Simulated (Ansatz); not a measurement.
Relaxation of F3Ge2H4 (9 atoms, charge 0, multiplicity 2), to a largest force component of 0.03 eV/Å in at most 50 steps.

Level of theory: Ansatz 0.2.0, UKS PBE/def2-SVP.

```xyz
9
Properties=species:S:1:pos:R:3
Ge -0.245 -0.275 -0.176
H -0.018 -0.149 2.564
Ge 2.216 -0.064 -0.666
H 2.851 -1.453 -0.411
H 2.392 0.348 -2.151
H 2.803 0.999 0.289
F -0.906 1.367 -0.271
F -0.965 -1.031 -1.611
F 0.807 0.258 2.421
```

Q: Where does it end, and by what steps?

A: The run converged. After 22 steps the energy has fallen by 0.393 eV; F7 moved furthest, 1.19 Å.

```json
{"step": "0", "energy less start (eV)": "0.0000", "largest force component (eV/Å)": "0.317", "accepted": "yes"}
{"step": "1", "energy less start (eV)": "0.0070", "largest force component (eV/Å)": "0.877", "accepted": "no"}
{"step": "2", "energy less start (eV)": "-0.0062", "largest force component (eV/Å)": "0.158", "accepted": "yes"}
{"step": "3", "energy less start (eV)": "-0.0092", "largest force component (eV/Å)": "0.216", "accepted": "yes"}
{"step": "4", "energy less start (eV)": "-0.0138", "largest force component (eV/Å)": "0.067", "accepted": "yes"}
{"step": "5", "energy less start (eV)": "-0.0153", "largest force component (eV/Å)": "0.083", "accepted": "yes"}
{"step": "6", "energy less start (eV)": "0.0715", "largest force component (eV/Å)": "2.169", "accepted": "no"}
{"step": "7", "energy less start (eV)": "-0.0198", "largest force component (eV/Å)": "0.100", "accepted": "yes"}
{"step": "8", "energy less start (eV)": "-0.0160", "largest force component (eV/Å)": "0.925", "accepted": "no"}
{"step": "9", "energy less start (eV)": "-0.0232", "largest force component (eV/Å)": "0.159", "accepted": "yes"}
{"step": "10", "energy less start (eV)": "-0.0274", "largest force component (eV/Å)": "0.220", "accepted": "yes"}
{"step": "11", "energy less start (eV)": "-0.0333", "largest force component (eV/Å)": "0.486", "accepted": "yes"}
{"step": "12", "energy less start (eV)": "-0.0401", "largest force component (eV/Å)": "0.979", "accepted": "yes"}
{"step": "13", "energy less start (eV)": "-0.0738", "largest force component (eV/Å)": "0.850", "accepted": "yes"}
{"step": "14", "energy less start (eV)": "-0.1211", "largest force component (eV/Å)": "1.221", "accepted": "yes"}
{"step": "15", "energy less start (eV)": "-0.2246", "largest force component (eV/Å)": "0.607", "accepted": "yes"}
{"step": "16", "energy less start (eV)": "-0.3096", "largest force component (eV/Å)": "0.637", "accepted": "yes"}
{"step": "17", "energy less start (eV)": "-0.3558", "largest force component (eV/Å)": "0.706", "accepted": "yes"}
{"step": "18", "energy less start (eV)": "-0.3853", "largest force component (eV/Å)": "0.075", "accepted": "yes"}
{"step": "19", "energy less start (eV)": "-0.3816", "largest force component (eV/Å)": "0.157", "accepted": "no"}
{"step": "20", "energy less start (eV)": "-0.3891", "largest force component (eV/Å)": "0.050", "accepted": "yes"}
{"step": "21", "energy less start (eV)": "-0.3905", "largest force component (eV/Å)": "0.113", "accepted": "yes"}
{"step": "22", "energy less start (eV)": "-0.3930", "largest force component (eV/Å)": "0.020", "accepted": "yes"}
```

```xyz
9
Properties=species:S:1:pos:R:3
Ge -0.302 -0.627 -0.414
H 0.191 0.342 1.879
Ge 2.185 -0.111 -0.586
H 2.948 -1.153 0.257
H 2.553 -0.227 -2.090
H 2.375 1.334 -0.071
F -0.861 0.697 0.714
F -1.061 -0.041 -1.901
F 0.905 -0.214 2.199
```

Whether the end is a true minimum wasn't checked by a vibrational analysis.

The run took 55 s on 4 threads of Arm Neoverse V2, with other jobs on the host, peak memory 0.22 GiB.
